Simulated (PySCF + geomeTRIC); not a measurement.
These are PBE-D3(BJ)/def2-TZVP run with PySCF + geomeTRIC values and carry that method's errors. fastk is a local helper that only speeds up exchange builds. No frequencies were computed at this level.

```python
import json, numpy as np
from pyscf import gto, dft
from fastk import lowrank_exchange
atoms = """
N      2.143849     0.086655     0.369908
C      0.799282    -0.036336     0.125571
C      0.126973    -1.207908     0.091563
C     -1.299308    -1.101627    -0.096953
C     -1.820332     0.132751    -0.221077
Si    -0.444081     1.392894    -0.082646
H      2.703901    -0.747137     0.266917
H      2.589729     0.933660     0.060984
H      0.598708    -2.175591     0.194148
H     -1.894262    -2.004736    -0.138872
H     -2.873609     0.303114    -0.366805
H     -0.159028     2.163397    -1.298547
H     -0.471823     2.260866     1.095807
"""
def scf(charge, spin, dm0=None):
    mol = gto.M(atom=atoms, basis='def2-tzvp', ecp={}, charge=charge, spin=spin, verbose=3, max_memory=5040)
    mf = dft.KS(mol, xc='pbe').density_fit(auxbasis="def2-universal-jkfit")
    mf.disp = 'd3bj'
    mf.grids.level = 3
    mf.conv_tol = 1e-8
    mf.max_cycle = 60
    mf.kernel(dm0)
    if not mf.converged:
        mf = mf.newton().run(mf.mo_coeff, mf.mo_occ).undo_soscf()
    return mf
mf = scf(0, 0)
from pyscf.geomopt.geometric_solver import kernel as optimize
path = []
done, mol = optimize(mf, maxsteps=80, assert_convergence=False, callback=lambda env: path.append((env["energy"], bool(env["g_scanner"].converged))))
res = dict(converged=bool(done and path[-1][1]), energy=path[-1][0], path=[e for e, c in path], xyz=mol.atom_coords(unit="Angstrom").tolist(), nao=mol.nao)
json.dump(res, open("result.json", "w"))
```

Output:

```
converged SCF energy = -500.519129837492
Geometry optimization cycle 1
converged SCF energy = -500.519129838091
cycle 1: E = -500.519129838  dE = -500.519  norm(grad) = 0.0459935
Geometry optimization cycle 2
converged SCF energy = -500.521213751369
cycle 2: E = -500.521213751  dE = -0.00208391  norm(grad) = 0.0304314
Geometry optimization cycle 3
converged SCF energy = -500.522337855168
cycle 3: E = -500.522337855  dE = -0.0011241  norm(grad) = 0.0159321
Geometry optimization cycle 4
converged SCF energy = -500.522533600829
cycle 4: E = -500.522533601  dE = -0.000195746  norm(grad) = 0.0141745
Geometry optimization cycle 5
converged SCF energy = -500.522906640123
cycle 5: E = -500.52290664  dE = -0.000373039  norm(grad) = 0.00289149
Geometry optimization cycle 6
converged SCF energy = -500.52292097868
cycle 6: E = -500.522920979  dE = -1.43386e-05  norm(grad) = 0.00112071
Geometry optimization cycle 7
converged SCF energy = -500.522925851992
cycle 7: E = -500.522925852  dE = -4.87331e-06  norm(grad) = 0.000591949
Geometry optimization cycle 8
converged SCF energy = -500.522928123298
cycle 8: E = -500.522928123  dE = -2.27131e-06  norm(grad) = 0.000434972
Geometry optimization cycle 9
converged SCF energy = -500.522929161877
cycle 9: E = -500.522929162  dE = -1.03858e-06  norm(grad) = 0.000291021
Geometry optimization cycle 10
converged SCF energy = -500.522929693043
cycle 10: E = -500.522929693  dE = -5.31165e-07  norm(grad) = 0.000131685
Geometry optimization cycle 11
converged SCF energy = -500.522929777081
cycle 11: E = -500.522929777  dE = -8.40384e-08  norm(grad) = 8.15805e-05
<class 'geometric.internal.Distance'> : 13
<class 'geometric.internal.Angle'> : 17
<class 'geometric.internal.OutOfPlane'> : 4
<class 'geometric.internal.Dihedral'> : 28
<class 'geometric.internal.TranslationX'> : 1
<class 'geometric.internal.TranslationY'> : 1
<class 'geometric.internal.TranslationZ'> : 1
<class 'geometric.internal.RotationA'> : 1
<class 'geometric.internal.RotationB'> : 1
<class 'geometric.internal.RotationC'> : 1
Step    0 : Gradient = 1.276e-02/2.845e-02 (rms/max) Energy = -500.5191298381
Step    1 : Displace = 6.446e-02/1.130e-01 (rms/max) Trust = 1.000e-01 (=) Grad = 8.440e-03/1.776e-02 (rms/max) E (change) = -500.5212137514 (-2.084e-03) Quality = 0.443
Step    2 : Displace = 3.283e-02/5.660e-02 (rms/max) Trust = 1.000e-01 (=) Grad = 4.419e-03/9.873e-03 (rms/max) E (change) = -500.5223378552 (-1.124e-03) Quality = 0.578
Step    3 : Displace = 3.407e-02/6.315e-02 (rms/max) Trust = 1.000e-01 (=) Grad = 3.931e-03/9.156e-03 (rms/max) E (change) = -500.5225336008 (-1.957e-04) Quality = 0.236
Step    4 : Displace = 1.807e-02/3.363e-02 (rms/max) Trust = 1.703e-02 (-) Grad = 8.020e-04/1.478e-03 (rms/max) E (change) = -500.5229066401 (-3.730e-04) Quality = 0.930
Step    5 : Displace = 2.246e-03/3.398e-03 (rms/max) Trust = 2.409e-02 (+) Grad = 3.108e-04/5.737e-04 (rms/max) E (change) = -500.5229209787 (-1.434e-05) Quality = 1.236
Step    6 : Displace = 1.614e-03/2.961e-03 (rms/max) Trust = 3.407e-02 (+) Grad = 1.642e-04/4.285e-04 (rms/max) E (change) = -500.5229258520 (-4.873e-06) Quality = 1.373
Step    7 : Displace = 1.451e-03/3.210e-03 (rms/max) Trust = 4.818e-02 (+) Grad = 1.206e-04/2.494e-04 (rms/max) E (change) = -500.5229281233 (-2.271e-06) Quality = 1.363
Step    8 : Displace = 1.069e-03/2.726e-03 (rms/max) Trust = 6.814e-02 (+) Grad = 8.071e-05/1.760e-04 (rms/max) E (change) = -500.5229291619 (-1.039e-06) Quality = 1.429
Step    9 : Displace = 9.506e-04/2.345e-03 (rms/max) Trust = 9.636e-02 (+) Grad = 3.652e-05/6.276e-05 (rms/max) E (change) = -500.5229296930 (-5.312e-07) Quality = 1.224
Step   10 : Displace = 4.036e-04/7.806e-04 (rms/max) Trust = 1.363e-01 (+) Grad = 2.263e-05/3.853e-05 (rms/max) E (change) = -500.5229297771 (-8.404e-08) Quality = 0.822
Converged! =D
```

Cost: about 7 core-minutes (a rough figure).
